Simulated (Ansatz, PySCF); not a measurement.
The pair A = N-methylmethanimine (SMILES C=NC) (first 8 atoms), B = HF (SMILES F); geometry from B3LYP-D3(BJ)/def2-TZVP.
(charge 0, multiplicity 1):
```
atom    x (Å)    y (Å)    z (Å)
----  -------  -------  -------
C     -0.8712   0.9822   0.0853
N     -0.1188   0.1396   0.6432
C      0.5642  -0.8625  -0.1502
H     -1.3765   1.7274   0.6935
H     -1.0415   0.9987  -0.9953
H      0.3436  -0.7810  -1.2197
H      1.6390  -0.7636   0.0099
H      0.2740  -1.8513   0.2085
F      0.2233   0.1814   3.2276
H      0.1023   0.1588   2.2706
```

Frozen-core correlation. CBS(a, b) extrapolates the correlation energy as X⁻³ and adds the Hartree–Fock energy of set b. MP2 and its Hartree–Fock in aug-cc-pVTZ are density fitted.

Programs: Ansatz (Gaussian basis) for Hartree–Fock, density functionals and correlated methods; PySCF for the dispersion terms. 

The monomers are drawn apart, rigid, along the line of their centres of mass. Counterpoise-corrected interaction energies (kcal/mol):

```
level                                                     R = 3.698 Å  R = 4.355 Å
--------------------------------------------------------  -----------  -----------
PBE/def2-TZVPPD                                               -8.8579      -4.2661
PBE-D3(BJ)/def2-TZVPPD                                        -9.3724      -4.5460
wB97M-V/def2-TZVPPD                                           -8.8254      -4.3164
MP2/CBS(aug-cc-pVDZ, aug-cc-pVTZ) + ΔCCSD(T)/aug-cc-pVDZ      -8.6756      -4.3076
```

Task: R is the distance of the centres of mass. Find the local exponent m of E ∝ R⁻ᵐ between the two points.

Result: 
m = ln(E₁/E₂)/ln(R₂/R₁): PBE/def2-TZVPPD 4.5; PBE-D3(BJ)/def2-TZVPPD 4.4; wB97M-V/def2-TZVPPD 4.4; MP2/CBS(aug-cc-pVDZ, aug-cc-pVTZ) + ΔCCSD(T)/aug-cc-pVDZ 4.3. For scale, two fixed dipoles give m = 3, dipole and quadrupole 4, quadrupoles 5, and dispersion or dipole-induced dipole 6 at long range; at these distances several terms mix, and what is left of overlap and damping shifts m, so it need not match one of them.

Ansatz is a first-principles code.
